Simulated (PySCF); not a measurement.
SCF from a fresh guess for singlet MoH₄, at the PBE0 minimum. PySCF input:

```python
from pyscf import gto, scf, dft
mol = gto.M(atom='''
Mo    -0.000000    -0.000000     0.010176
H      1.431467    -0.000040     0.899704
H     -1.431467     0.000005     0.899704
H      0.000015     0.932702    -1.380717
H     -0.000015    -0.932647    -1.380754''',
    basis={'Mo': 'x2c-TZVPall', 'H': 'x2c-TZVPall'},
    nucmod='G',
    charge=0, spin=0)
mf = dft.RKS(mol, xc='PBE0')
mf.grids.atom_grid = (50, 194)
aux = {'Mo': 'AutoAux', 'H': 'AutoAux'}  # AutoAux: made from the orbital basis by basis_set_exchange (get_aux=1)
mf = mf.density_fit(auxbasis=aux).sfx2c1e()
mf.conv_tol = 1e-08
mf.diis_space = 10
mf.max_cycle = 60
mf.init_guess = 'minao'
mf.verbose = 4
mf.kernel()
```

Excerpt of the output (cycles and frontier levels):

```
init E= -4049.80667846732
  HOMO = -0.00485607765736148  LUMO = -0.0027771227425384  gap/eV = 0.05657
cycle= 1 E= -4049.26068590535  delta_E= 0.546  |g|= 2.04  |ddm|= 2.49
  HOMO = -0.86631582675705  LUMO = -0.610286510997014  gap/eV = 6.96691
cycle= 2 E= -4043.52160818207  delta_E= 5.74  |g|= 6.05  |ddm|= 3.75
  HOMO = -0.364532686364832  LUMO = -0.351070444073445  gap/eV = 0.36633
cycle= 3 E= -4049.99751457677  delta_E= -6.48  |g|= 1.22  |ddm|= 2.56
  HOMO = -0.226220451075193  LUMO = -0.158838318525422  gap/eV = 1.83356
cycle= 4 E= -4050.33651162378  delta_E= -0.339  |g|= 0.141  |ddm|= 0.779
  HOMO = -0.216065134648026  LUMO = -0.13985401859562  gap/eV = 2.07381
cycle= 5 E= -4050.33933644317  delta_E= -0.00282  |g|= 0.0596  |ddm|= 0.0815
  HOMO = -0.211880776047181  LUMO = -0.134875572527936  gap/eV = 2.09542
cycle= 6 E= -4050.34024077618  delta_E= -0.000904  |g|= 0.0107  |ddm|= 0.0462
  HOMO = -0.211366712248264  LUMO = -0.134228063922714  gap/eV = 2.09905
cycle= 7 E= -4050.34028235501  delta_E= -4.16e-05  |g|= 0.0039  |ddm|= 0.0134
  HOMO = -0.211345894516427  LUMO = -0.134008485338965  gap/eV = 2.10446
cycle= 8 E= -4050.34029435389  delta_E= -1.2e-05  |g|= 0.00153  |ddm|= 0.0083
  HOMO = -0.211371668631074  LUMO = -0.133887455155394  gap/eV = 2.10845
cycle= 9 E= -4050.34029932652  delta_E= -4.97e-06  |g|= 0.000412  |ddm|= 0.00902
  HOMO = -0.211303205043073  LUMO = -0.133815298084027  gap/eV = 2.10855
cycle= 10 E= -4050.34029955877  delta_E= -2.32e-07  |g|= 0.000175  |ddm|= 0.0022
  HOMO = -0.211281052600107  LUMO = -0.133792865924593  gap/eV = 2.10856
cycle= 11 E= -4050.34029956861  delta_E= -9.83e-09  |g|= 2.07e-05  |ddm|= 0.000236
  HOMO = -0.211273936178813  LUMO = -0.133784865887046  gap/eV = 2.10859
Extra cycle  E= -4050.34029956856  delta_E= 4.64e-11  |g|= 3.82e-05  |ddm|= 5.97e-05
converged SCF energy = -4050.34029956856
```

No lower solution of this spin was found by a stability analysis within the restricted form, which does not test spin polarisation.

At the minimum of this search the closed-shell solution is unstable towards spin polarisation, so a lower open-shell solution exists.

The search for the lowest solution, with the stability check, took 5.7 s on 2 threads of a shared Arm Neoverse N1 host, with 87 basis functions; the process peaked at 0.37 GiB.
